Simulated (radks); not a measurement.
Values are calculated unless marked as measured or tabulated.
Question: These are the eigenvalues of the occupied orbitals of an atom or ion with whole-number occupations (eV). Level of theory: scalar-relativistic Kohn-Sham, r2SCAN, spin-polarised, spherical densities, finite nucleus; meta-GGA in the generalised Kohn-Sham scheme; Fermi nuclear charge, rms radius of each element as measured or else 0.836 A^(1/3) + 0.57 fm (a radial shooting solver on a logarithmic mesh with Libxc functionals).

| orbital | eigenvalue |
|---|---|
| 1s up | -37353.44 |
| 1s down | -37353.22 |
| 2s up | -5950.066 |
| 2s down | -5950.028 |
| 2p up | -5335.791 |
| 2p down | -5335.649 |
| 3s up | -1288.752 |
| 3s down | -1288.646 |
| 3p up | -1090.629 |
| 3p down | -1090.481 |
| 3d up | -803.1942 |
| 3d down | -803.0358 |
| 4s up | -281.4737 |
| 4s down | -281.1402 |
| 4p up | -217.1338 |
| 4p down | -216.8250 |
| 4d up | -123.3961 |
| 4d down | -122.9760 |
| 5s up | -64.9017 |
| 5s down | -62.2156 |
| 5p up | -48.2593 |
| 5p down | -45.6194 |
| 6p up | -17.9601 |

Which element is it, and in what charge state? The configuration may be excited. Open shells, if any, are filled with parallel spins first.

Answer: Z = 56, barium, charge +3: Ba3+ in [Kr] 4d10 5s2 5p4 6p1. The list shows which subshells hold electrons but not how many an open one holds; the 1s level, -1372.7 hartree, gives Z - s = 52.4 by -(Z - s)^2/2, which with screening and relativity narrows Z to a few neighbours, and the depths of the outer levels then fix element, charge and occupations together.
